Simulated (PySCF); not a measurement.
Highest orbital energy against ionisation energy along the 5p block

Calculated with PySCF 2.14, no spin-orbit coupling. Each cell gives −ε(HOMO) / ΔSCF in eV; NIST values include spin-orbit coupling, (s) semi-empirical, (t) theoretical.

| species | UHF | LDA | PBE | PBE0 | r2SCAN | NIST (lowest levels) |
| --- | --- | --- | --- | --- | --- | --- |
| In⁺ (aug-cc-pVTZ-PP with ECP28MDF, ECP) | 17.282 / 17.012 | 15.371 / 19.496 | 14.980 / 19.048 | 15.776 / 18.716 | 15.192 / 18.795 | 18.870 |
| Sn⁺ (aug-cc-pVTZ-PP with ECP28MDF, ECP) | 14.031 / 13.747 | 10.680 / 14.399 | 10.616 / 14.218 | 11.621 / 14.257 | 10.946 / 14.378 | 14.633 |
| Sb⁺ (aug-cc-pVTZ-PP with ECP28MDF, ECP) | 16.391 / 16.005 | 12.621 / 16.654 | 12.554 / 16.467 | 13.683 / 16.532 | 12.935 / 16.654 | 16.626 ± 0.025 |
| Te⁺ (aug-cc-pVTZ-PP with ECP28MDF, ECP) | 18.833 / 18.359 | 14.590 / 18.935 | 14.530 / 18.758 | 15.794 / 18.862 | 14.988 / 19.012 | 18.6 ± 0.4 |
| I⁺ (aug-cc-pVTZ-PP with ECP28MDF, ECP) | 18.365 / 17.661 | 14.678 / 19.012 | 14.521 / 18.704 | 15.731 / 18.722 | 14.821 / 18.733 | 19.131 |
| Xe⁺ (aug-cc-pVTZ-PP with ECP28MDF, ECP) | 20.871 / 20.076 | 16.733 / 21.365 | 16.577 / 21.054 | 17.914 / 21.104 | 16.930 / 21.119 | 20.975 (s) |

Task: How far is −ε(HOMO) from ΔSCF on average for each method, and why?

Result: UHF 0.49 eV; LDA -4.20 eV; PBE -4.08 eV; PBE0 -2.95 eV; r2SCAN -3.81 eV. Hartree-Fock orbital energies lack relaxation and so exceed the ΔSCF value; semilocal functionals have convex E(N) from self-interaction, so their HOMO lies far too high; exact exchange moves hybrids part of the way back.
